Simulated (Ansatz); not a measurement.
Born–Oppenheimer molecular dynamics of CH$_{6}$S$_{3}$Si (11 atoms, charge 0, multiplicity 1). It starts from a relaxed structure.

These are results of Ansatz 0.2.0, RKS LDA/STO-3G, not measurements.

```yaml
ensemble: NVE (velocity Verlet)
time_step: 0.25 fs
steps_asked: 400
starting_velocities_drawn_for: 1000 K
seed: 945740
```

First frame:

```xyz
11
Properties=species:S:1:pos:R:3
Si -1.420 0.422 0.803
C 0.286 0.919 0.198
S 1.685 -0.041 0.893
S 1.302 -1.920 0.056
S 2.076 -1.815 -1.896
H -1.529 0.677 2.225
H -2.435 1.187 0.102
H -1.634 -0.989 0.551
H 0.327 0.879 -0.905
H 0.481 1.968 0.476
H 0.926 -1.344 -2.483
```

(1) How far do the bonds stretch over the last three quarters of this one trajectory? (Pairs bonded in most of those frames.)

Answers

(1) 
```tsv
bond	mean (Å)	spread (Å)	shortest	longest
Si1–C2	1.894	0.064	1.77	2.00
Si1–H6	1.457	0.051	1.38	1.53
Si1–H7	1.456	0.028	1.41	1.50
Si1–H8	1.452	0.025	1.41	1.50
C2–S3	1.846	0.062	1.75	1.95
C2–H9	1.119	0.045	1.04	1.19
C2–H10	1.111	0.019	1.07	1.15
S3–S4	2.106	0.049	2.02	2.17
S4–S5	2.120	0.061	2.02	2.20
S5–H11	1.375	0.026	1.34	1.42
```

Mean temperature of the second half: 513 K. The conserved energy stayed within 0.13 meV per atom of its start (net change 0.097 meV per atom), so the integration is sound. The temperature averaged 0.51 of the 1000 K drawn at the start: a run that starts near a minimum puts about half its kinetic energy into the potential. A run of 0.1 ps of so small a system gives no equilibrium averages. Limits of this set-up: minimal basis.

Time of the run: 11 min on 1 thread of Arm Neoverse V1 (shared host), peak memory 0.088 GiB.
